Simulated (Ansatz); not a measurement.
Basis-set series for C₄H₃F₉GeO (`C[O][Ge]([C](F)(F)F)([C](F)(F)F)[C](F)(F)F`). The species carries charge 0 and has multiplicity 1. The geometry is a stationary point of PBE0-D4/def2-TZVP. It is one conformer, not always the lowest.

| functional | basis | functions | energy (Eh) | HOMO (eV) | LUMO (eV) |
| --- | --- | --- | --- | --- | --- |
| PBE0-D4 | def2-SVP | 243 | -3202.59363 | -8.73 | -0.30 |
| PBE0-D4 | def2-TZVPP | 524 | -3204.21097 | -8.83 | -0.51 |
| ωB97M-V | def2-SVP | 243 | -3203.53741 | -11.07 | 1.70 |
| ωB97M-V | def2-TZVPP | 524 | -3205.18061 | -11.20 | 1.43 |

Q: Give the rows for def2-QZVPP. (Estimate.)

A: Ansatz gave: 
```tsv
functional	basis	functions	energy (Eh)	HOMO (eV)	LUMO (eV)
PBE0-D4	def2-QZVPP	977	-3204.31177	-8.88	-0.60
ωB97M-V	def2-QZVPP	977	-3205.27672	-11.24	1.25
```

Positive LUMOs are unbound and depend on the basis. Scalar relativity is left out up to krypton.
